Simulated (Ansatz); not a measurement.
Born–Oppenheimer molecular dynamics of AsH$_{8}$NSn (11 atoms, charge 0, multiplicity 1). It starts at the highest image of a converged band, a first-order saddle point between two minima.

All numbers below come from Ansatz, UKS PBE0-D4/def2-SVP.

```yaml
ensemble: NVE (velocity Verlet)
time_step: 0.5 fs
steps_asked: 200
starting_velocities_drawn_for: 100 K
seed: 10639
```

First frame:

```xyz
11
Properties=species:S:1:pos:R:3
Sn -0.738 -0.366 -1.127
N 1.254 0.218 -0.508
H -0.398 -0.802 -2.756
H -1.206 -1.715 -0.217
H -1.692 1.034 -1.060
H 0.973 0.442 0.615
As -0.020 0.617 2.366
H 1.958 -0.523 -0.578
H 1.619 1.054 -0.976
H -1.406 0.921 1.780
H -0.345 -0.878 2.462
```

Task: How far do the bonds stretch over the last three quarters of this one trajectory? (Pairs bonded in most of those frames.)

Result: 
```csv
bond,mean (Å),spread (Å),shortest,longest
Sn1–N2,2.057,0.037,2.01,2.12
Sn1–H3,1.728,0.008,1.71,1.75
Sn1–H4,1.708,0.005,1.70,1.72
Sn1–H5,1.711,0.010,1.69,1.73
N2–H8,1.021,0.012,1.00,1.04
N2–H9,1.022,0.015,0.99,1.05
H6–As7,1.558,0.117,1.38,1.72
As7–H10,1.527,0.029,1.48,1.58
As7–H11,1.524,0.009,1.51,1.54
```

Mean temperature of the second half: 462 K. The conserved energy stayed within 0.16 meV per atom of its start (net change -0.099 meV per atom), so the integration is sound. The kinetic energy rose, since the run started high on the potential surface and went downhill. It ends in pieces (AsH3 + H5NSn), so much of that is their flight and rotation, not heat. A run of 0.1 ps of so small a system gives no equilibrium averages. The orbitals were unrestricted but ended closed-shell.

Run time: 17 min on 4 threads of Arm Neoverse N1, with other jobs on the host, peak memory 0.42 GiB.
